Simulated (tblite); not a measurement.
Species: C₇H₄BF₂O (charge +1).
Bonds: C1–C2 (triple), C2–C3, C3–C4 (aromatic), C4–C5 (aromatic), C5–O6 (aromatic), O6–C7 (aromatic), C7–B8, B8–F9, B8–F10, C7–C11 (aromatic), C3–C11 (aromatic). Hydrogens: H12 on C1; H13 on C4; H14 on C5; H15 on C11.
Bond orders are those of one Lewis drawing.

Computed with GFN2-xTB (tblite), gas phase: L-BFGS steps from a force-field or distance-geometry start until the largest atomic force falls under 0.01 eV/Å.

At the end of the run (lengths in Å): B8–F10 1.294, B8–F9 1.299, C1≡C2 1.206, C1–H12 1.054, C7–B8 1.604, C2–C3 1.400, C5–H14 1.084, B8–C7–C11 122.9°, O6–C7–B8 116.8°, C7–B8–F10 121.4°, F9–B8–F10 119.3°, O6–C7–B8–F9 180°.

Question: These geometries were met on the way; a selection of coordinates is given. Order them by energy above the end point, lowest first.
A. B8–F10 1.295, B8–F9 1.300, C1≡C2 1.206, C1–H12 1.055, C7–B8 1.609, C2–C3 1.401, C5–H14 1.084, B8–C7–C11 123.4°, O6–C7–B8 116.1°, C7–B8–F10 120.3°, F9–B8–F10 119.5°, O6–C7–B8–F9 130°
B. B8–F10 1.320, B8–F9 1.316, C1≡C2 1.220, C1–H12 1.053, C7–B8 1.634, C2–C3 1.403, C5–H14 1.082, B8–C7–C11 118.2°, O6–C7–B8 121.3°, C7–B8–F10 117.5°, F9–B8–F10 122.3°, O6–C7–B8–F9 102°
C. B8–F10 1.368, B8–F9 1.344, C1≡C2 1.149, C1–H12 1.105, C7–B8 1.629, C2–C3 1.439, C5–H14 1.078, B8–C7–C11 118.8°, O6–C7–B8 119.5°, C7–B8–F10 117.2°, F9–B8–F10 121.0°, O6–C7–B8–F9 104°
D. B8–F10 1.295, B8–F9 1.296, C1≡C2 1.204, C1–H12 1.053, C7–B8 1.624, C2–C3 1.399, C5–H14 1.084, B8–C7–C11 118.5°, O6–C7–B8 120.8°, C7–B8–F10 120.3°, F9–B8–F10 119.1°, O6–C7–B8–F9 97°
E. B8–F10 1.469, B8–F9 1.439, C1≡C2 1.242, C1–H12 1.050, C7–B8 1.562, C2–C3 1.422, C5–H14 1.103, B8–C7–C11 119.3°, O6–C7–B8 118.9°, C7–B8–F10 119.0°, F9–B8–F10 116.0°, O6–C7–B8–F9 106°

Answer: A (0.081 eV), D (0.135 eV), B (0.220 eV), C (0.623 eV), E (1.171 eV).

| step | E above end (eV) | rms distance from the end, all atoms (Å) | largest force (eV/Å) | rms shift of all bonds from the end (Å) |
| --- | --- | --- | --- | --- |
| 66 | 0.081 | 0.359 | 0.184 | 0.002 |
| 12 | 0.135 | 0.552 | 0.142 | 0.006 |
| 3 | 0.220 | 0.565 | 1.523 | 0.012 |
| 1 | 0.623 | 0.572 | 8.614 | 0.033 |
| 0 | 1.171 | 0.586 | 5.081 | 0.061 |

Rows stand in the order of the answer.
